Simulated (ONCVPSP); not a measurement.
**Reading a pseudo-wave (Sc (Z = 21))**

Columns: radius, all-electron u(r) and pseudo u(r) of the 3p shell (level -35.16 eV) of scandium in the configuration [Ne] 3s2 3p6 3d1 4s1.75; PBEsol, scalar-relativistic, ONCV scheme, ONCVPSP 4.0.1.

| r (bohr) | all-electron | pseudo |
| --- | --- | --- |
| 0.118 | -0.4167 | 0.0413 |
| 0.235 | -0.4580 | 0.1558 |
| 0.353 | -0.1356 | 0.3234 |
| 0.470 | 0.2601 | 0.5115 |
| 0.588 | 0.5939 | 0.6923 |
| 0.705 | 0.8205 | 0.8376 |
| 0.822 | 0.9465 | 0.9336 |
| 0.940 | 0.9926 | 0.9768 |
| 1.058 | 0.9806 | 0.9711 |
| 1.175 | 0.9317 | 0.9279 |
| 1.292 | 0.8614 | 0.8604 |
| 1.410 | 0.7800 | 0.7798 |
| 1.528 | 0.6956 | 0.6955 |
| 1.645 | 0.6138 | 0.6137 |
| 1.763 | 0.5362 | 0.5361 |
| 1.880 | 0.4656 | 0.4656 |
| 1.998 | 0.4016 | 0.4015 |
| 2.115 | 0.3452 | 0.3452 |
| 2.232 | 0.2957 | 0.2957 |
| 2.350 | 0.2523 | 0.2522 |
| 2.468 | 0.2147 | 0.2147 |
| 2.585 | 0.1826 | 0.1826 |
| 2.702 | 0.1551 | 0.1551 |
| 2.820 | 0.1314 | 0.1313 |
| 2.938 | 0.1111 | 0.1111 |
| 3.055 | 0.0940 | 0.0940 |

(1) How many radial nodes do the two functions have?

(2) At about which radius was the pseudo-wave matched?

(3) Where does each function peak?

(4) Is the pseudo-wave norm-conserving?

Answers

(1) The all-electron 3p function has n − l − 1 = 1; the pseudo-wave has 0, since the states of the same l below it are removed with the core.

(2) 1.60 bohr. The columns agree to 0.0005 from 1.41 bohr on; several derivatives are matched, so the curves merge somewhat inside the radius.

(3) Outermost all-electron maximum near 0.94 bohr, pseudo maximum near 0.94 bohr (to the table’s step).

(4) Yes: the ONCV scheme keeps the norm inside the radius equal to the all-electron one, which fixes the energy derivative of the logarithmic derivative at the level.
